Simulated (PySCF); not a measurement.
LaF₃, optimised at PBE0/def2-TZVP:

```xyz
4

La     0.2115    -0.0841    -0.1511
F      0.0267     0.8514    -2.0714
F     -0.0112    -2.2165    -0.1541
F      1.8086     0.6608     1.0699
```

Computed with PySCF and rigid-rotor harmonic-oscillator thermochemistry at 1 bar. All species are closed-shell singlets. La: scalar-relativistic def2 core potential, no spin-orbit coupling.

List the harmonic frequencies (cm⁻¹, unscaled) at this level and at the other levels, each on its own geometry.


- PBE0/def2-TZVP: 70, 125, 127, 520, 520, 534
- PBE/def2-SVP: 76, 123, 126, 551, 551, 554
